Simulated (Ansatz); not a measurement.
A structure drawn as `O=C1N[Si]1(O)F`, with this starting geometry:

Cartesian coordinates in Å:
```
O -0.987 2.248 0.026
C -0.535 1.118 0.070
N -0.603 -0.002 0.783
Si 0.437 0.011 -0.713
O 1.817 -0.726 -0.069
F -0.308 -1.168 -1.601
H -1.484 -0.488 0.660
H 1.662 -0.992 0.844
```

Charge 0, multiplicity 1.

Question: Relax it with Ansatz at PBE-D4/def2-SVP and then PBE0-D4/def2-TZVP. Is the drawn bonding still there?

Answer: Yes, every drawn bond is still there and no new one forms.

Question: Give the relaxed structure. (Best estimate.)

Answer: Computed: 
Z-matrix (Å, degrees):
```
Si
O 1 1.617
C 1 1.840 2 130.4
F 1 1.577 2 103.7 3 165.9
N 1 1.704 2 122.4 3 -57.6
H 2 0.959 1 117.8 3 13.3
O 3 1.191 1 164.3 2 81.2
H 5 1.015 1 159.3 2 -68.4
```
All modes are real.

Atoms count as bonded under 1.1 times the sum of their covalent radii (H–H under 0.85 Å, pairs among N, O and F under 1.55 Å), and a drawn bond as lost past 1.3 times.
